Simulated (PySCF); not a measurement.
The pair A = H2O (SMILES O) (first 3 atoms), B = C2H6O (SMILES CCO); geometry from B3LYP-D3(BJ)/def2-TZVP.
(charge 0, multiplicity 1):
```xyz
12

O     -0.2192     0.3078     0.1725
H      0.3039     0.1022     0.9666
H      0.1251    -0.2641    -0.5197
C     -1.2979     0.4342     3.5174
C     -0.2637    -0.6723     3.4359
O      0.9139    -0.2751     2.7162
H     -2.1890     0.0820     4.0419
H     -1.5875     0.7610     2.5183
H     -0.9085     1.2950     4.0683
H      0.0183    -1.0228     4.4344
H     -0.6560    -1.5250     2.8821
H      1.2933     0.4987     3.1481
```

Rows in 6-31G* carry no dispersion term and start afresh at each structure (6-31G* with six Cartesian d functions). MP2/6-31G* freezes PySCF's default core.

The values were computed with PySCF for 6-31G* rows. 

Total energies (hartree), monomers frozen at their geometry in the pair:

```
structure                 HF/6-31G*  B3LYP/6-31G*    MP2/6-31G*
---------------------  ------------  ------------  ------------
AB                     -230.0940347  -231.4558005  -230.7272196
A in the pair's basis   -76.0111573   -76.4107531   -76.1989074
B in the pair's basis  -154.0756785  -155.0361205  -154.5196569
A                       -76.0098542   -76.4087914   -76.1967116
B                      -154.0743627  -155.0338800  -154.5167964
```

Q: Work out the interaction energy without and with the counterpoise correction, and the superposition error, for each level.

A: 
E(AB) − E(A) − E(B), times 627.509 kcal/mol, with the monomers in their own basis and then in the pair's basis:
- HF/6-31G*: -6.16 uncorrected, -4.52 corrected; the monomers gain 1.64 kcal/mol from borrowed functions
- B3LYP/6-31G*: -8.24 uncorrected, -5.60 corrected; the monomers gain 2.64 kcal/mol from borrowed functions
- MP2/6-31G*: -8.60 uncorrected, -5.43 corrected; the monomers gain 3.17 kcal/mol from borrowed functions
